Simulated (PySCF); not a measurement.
## Computed properties of C3H7BO, SMILES B(C=C)(O)C

B(Me)(vinyl)(OH) (C3H7BO), SMILES C=CB(C)O. Coordinates come from a B3LYP-D3(BJ)/def2-SVP optimisation. Other conformers were not sampled. All values are computed for the isolated molecule unless a solvent is named; none is compared with measurement here.

**Structure.** The optimised structure has Cs symmetry. All 30 harmonic modes at B3LYP-D3(BJ)/def2-SVP (PySCF) are real, so it is a minimum. With heavy atoms numbered as in [B:1]([CH3:2])([CH:6]=[CH2:7])[OH:11], the shortest bond between them is C6–C7 at 1.342 Å and the longest B1–C2 at 1.581 Å.

**Vibrations.** The strongest infrared lines (harmonic, unscaled, degenerate partners summed) lie at 1378 cm⁻¹ (190 km/mol, B 48 %, H 30 %, O 16 %), 1205 cm⁻¹ (123 km/mol, H 52 %, B 36 %), 967 cm⁻¹ (109 km/mol, H 69 %, B 15 %, C 9 %). The softest mode is at 79 cm⁻¹ and the zero-point energy is 61.5 kcal/mol.

**Electronic structure.** M06-2X/def2-TZVP (PySCF) places the frontier levels at -8.94 and 0.03 eV, a gap of 8.97 eV, and gives a dipole moment of 1.17 D and a mean polarisability of 53.7 bohr³. PBE/def2-TZVP (PySCF) at the same geometry gives -6.60 and -1.87 eV, so its gap is 4.24 eV narrower. An orbital gap is neither the optical nor the fundamental gap.

**Excitations.** TDA-CAM-B3LYP/def2-SVPD (PySCF) has S1 at 6.12 eV (203 nm, f = 0.000, dark); the most intense of the 10 singlets computed lies at 6.81 eV (f = 0.46). T1 (TDA) is at 3.82 eV, 2.30 eV under S1. TDA-PBE/def2-SVPD (PySCF) puts S1 at 5.31 eV. No vertical singlet excitation falls in the visible range (under 3.1 eV).

**NMR.** GIAO shifts at B3LYP/pcSseg-1 (PySCF) (non-relativistic, atoms alike by connectivity averaged): ¹³C from 10.7 to 147.1 ppm against TMS; ¹H from 0.8 to 6.7 ppm against TMS; ¹¹B at 34.0 ppm against BF3.
